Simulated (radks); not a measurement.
Values are calculated unless marked as measured or tabulated.
Charge is removed step by step from the 3s down level of the lutetium ion Lu2+, starting from [Ne] 3s(up 1, down 1) 3p6 3d10 4s2 4p6 4d10 4f14 5s2 5p6 6s1. Code: a radial shooting solver on a logarithmic mesh with Libxc functionals. Model: scalar-relativistic Kohn-Sham, BLYP, spin-polarised, spherical densities, finite nucleus; open shells are filled with parallel spins first (spin-orbit coupling, left out, can overturn this in heavy ions); Fermi nuclear charge, rms radius 5.37 fm.

removed (e)  E - E(0) (eV)  eigenvalue (eV)  E minus straight line (eV)
0                    0.000          -2456.3                       0.000
0.125               307.05          -2462.3                      -2.712
0.25                614.86          -2468.4                      -4.661
0.375               923.44          -2474.6                      -5.842
0.5                 1232.8          -2480.8                      -6.248
0.625               1542.9          -2487.1                      -5.873
0.75                1853.9          -2493.4                      -4.710
0.875               2165.6          -2499.8                      -2.755
1                   2478.1          -2506.2                       0.000

Removing the whole electron costs 2478.1 eV by Delta-SCF, against 2456.3 eV from minus the eigenvalue at the starting occupation. Slater's transition state (half an electron removed) gives 2480.8 eV. Integrating minus the eigenvalue over the occupation (Janak's theorem) gives 2481.0 eV. In this scalar-relativistic scheme the density is built from large components alone, so the theorem holds only approximately. The mean slope of the eigenvalue, de/dn, is 49.9 eV per electron.
